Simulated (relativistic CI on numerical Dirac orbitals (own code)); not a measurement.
Nd¹²⁺: sensitivity of the levels to the model

Base calculation: Dirac-Coulomb-Breit CI, orbitals from a KLI potential per configuration, model QED, unscaled Slater integrals.

Configurations in the expansion (outside the closed core [Kr]): 4d¹⁰5s², 4d¹⁰5s4f, 4d¹⁰5s5p, 4d¹⁰5s5d, 4d¹⁰4f5d, 4d¹⁰5s5f, 4d¹⁰5p5d, 4d⁹5s²4f, 4d¹⁰5s5g, 4d¹⁰5s6s, 4d¹⁰4f², 4d⁹4f³, 4d¹⁰5p², 4d⁹4f5p², 4d¹⁰4f5p, 4d⁹4f²5p. Double excitations out of closed p, d and f shells are left out; levels of such configurations are missing from the list, as are those of other unlisted configurations, and high levels can miss mixing partners.

The lowest level and the first level of each name with at least 55 % of one term (blank where a level has no safe partner in the second run):

| Level | Base (cm⁻¹) | Shift (cm⁻¹) |
| --- | --- | --- |
| 4d¹⁰5s² ¹S0 | 0.0 | 0.0 |
| 4d¹⁰5s4f ³F°2 | 67700.6 | +583.0 |
| 4d¹⁰5s4f ³F°3 | 69010.6 | +540.8 |
| 4d¹⁰5s4f ³F°4 | 71813.8 | +578.4 |
| 4d¹⁰5s4f ¹F°3 | 78627.6 | -159.0 |
| 4d¹⁰5s5p ³P°0 | 145033.2 | +1691.7 |
| 4d¹⁰5s5p ³P°1 | 153956.7 | +1382.4 |
| 4d¹⁰4f² ³H4 | 178087.1 | -173.6 |
| 4d¹⁰4f² ³H5 | 181153.8 | -150.9 |
| 4d¹⁰4f² ³H6 | 184356.0 | -161.7 |
| 4d¹⁰4f² ³F2 | 187022.6 | -949.7 |
| 4d¹⁰4f² ³F3 | 188980.9 | -919.3 |
| 4d¹⁰5s5p ³P°2 | 192491.6 | +1626.5 |
| 4d¹⁰4f² ¹D2 | 208882.4 | -2875.7 |
| 4d¹⁰4f² ¹I6 | 215074.2 | -3483.7 |
| 4d¹⁰4f² ³P0 | 216627.5 | -3777.1 |
| 4d¹⁰4f² ³P1 | 217525.3 | -3751.2 |
| 4d¹⁰4f² ³P2 | 219056.0 | -3697.5 |
| 4d¹⁰5s5p ¹P°1 | 230407.0 | -1082.9 |
| 4d¹⁰4f5p ³G3 | 253899.1 | -977.9 |
| 4d¹⁰4f5p ³F2 | 258203.8 | -1228.4 |
| 4d¹⁰4f² ¹S0 | 262372.8 | -7902.1 |

At this charge transitions that keep the count of f electrons are usually good to a few per cent. Terms inside the open d or f shell come out 10 to 20 % too wide with unscaled integrals. Levels and lines within the n = 5 or 6 shells can be off by up to 10 % or somewhat more, and those that change n by about 2 %, since core polarisation is missing. Levels that differ in their count of f electrons can be misplaced by several ten thousand cm⁻¹, since the correlation energy of f electrons is missing or only estimated; rates across such gaps can be off by orders of magnitude.

Problem. One thing was changed in a second run, which moved the levels as shown. Which?
A. Breit term removed
B. valence Slater integrals scaled by 0.9
C. QED terms removed
D. non-relativistic limit
E. configuration mixing switched off

Solution. B. Valence Slater integrals scaled by 0.9. Scaling acts on the splittings between terms and on the mixing, and leaves the fine structure of pure LS terms nearly alone; in jj coupling it moves the levels of one term differently.

LS names give the leading component of a level, which can be under half, so a name can repeat, a term be missing and a line seem to break the LS rules.
